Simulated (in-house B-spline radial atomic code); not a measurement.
Solving the quasi-particle equation for 3d of Ga³⁺

Configuration [Ar] 3d10, start PBE; correlation leaves out the 4 deepest shells. Computed with an all-electron radial atomic-structure program (B-spline basis): all electrons, scalar-relativistic (spin-free one-electron X2C), finite nucleus, each spin shell either full or empty, empty states to l = 9 with an (l + 1/2)⁻⁴ tail; G0W0 by contour deformation at full frequency.

At the mean-field level ε = -52.48 eV the matrix elements are Σx = -57.907 eV, v_xc = -44.07 eV and Σc(ε) = 2.058 eV, and the slope of the correlation self-energy is dΣc/dω = -0.0711. The quasi-particle energy solves E = ε + Σx − v_xc + Σc(E).

(1) What does the linearised equation give?

(2) How does that compare with the full solution and with static screening?

## Answers

(1) Z = 1/(1 − dΣc/dω) = 1/1.0711 = 0.9336. The first-order shift is Σx − v_xc + Σc(ε) = -57.907 − (-44.07) + (2.058) = -11.779 eV, so E ≈ ε + Z × shift = -52.48 + 0.9336 × (-11.779) = -63.477 eV.

(2) Solving the equation at full frequency dependence gives E = -63.353 eV, where Σc = 2.965 eV and the weight is 0.910; the linearised value is off by 124 meV. Leaving Z out would give -64.259 eV. Static COHSEX puts -2.384 eV in place of Σc and gives -68.701 eV, 5.35 eV deeper. The tabulated removal energy is 63.241 ± 0.009 eV (NIST, measured); the run leaves out spin-orbit coupling, Breit and QED terms.
